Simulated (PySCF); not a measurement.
An unknown shows these calculated signals:

1H NMR (500 MHz, computed): δ 9.55 (d, 1H), 4.26 (m, 1H), 4.23 (m, 1H), 2.30 (m, 1H), 1.90 (m, 1H), 1.69 (m, 1H), 1.49 (m, 1H), 1.06 (m, 1H), 1.01 (m, 1H), 0.76 (m, 1H), 0.66 (m, 1H), 0.65 (m, 1H).

13C{1H} NMR (computed): δ 206.9 (CH), 52.2 (CH), 31.6 (CH2), 26.8 (CH2), 10.7 (CH2), 10.1 (CH2).

Computed data (PySCF 2.14.0 with density-fitted response routines): NMR shieldings at PBE0/pcSseg-1/GIAO, coordinates at the GFN2-xTB level. Single conformer, relativity neglected, no solvent model.

Shifts are taken against calculated references (same method and geometry level): TMS for 1H (31.72 ppm) and 13C (186.93 ppm).

Problem. Which of these does the molecule contain: a Si–H bond, an OH group, a benzene ring, an NH or NH2 group, an aldehyde?

Solution. 
- A Si–H bond: yes (δH 4.26 (m), 4.23 (m)).
- An OH group: no.
- A benzene ring: no.
- An NH or NH2 group: no.
- An aldehyde: yes (δC 206.9; δH 9.55 (d)).

The data belong to `O=C[C@@H]1CCC[SiH2]C1`, C$_{6}$H$_{12}$OSi; they needn't prove each group on their own.

Carbon signals by region: 1 in the far downfield region (above 160 ppm), 1 at 50–100 ppm, 4 below 50 ppm. Above 160 ppm: 206.9, aldehyde carbonyl carbon.

Shifts are as computed. Against solution values, carbons near 30 ppm lie about +3 ppm off and those near 130 ppm about +5 ppm. Of 1211 compounds with measured shifts, 218 miss one by over three times the rms of a fit or turn the order of signals round; such compounds aren't used in these exercises. Multiplicities follow the n + 1 count of equivalent neighbours, as no J values were calculated; m marks all less simple cases, F and P coupling included.
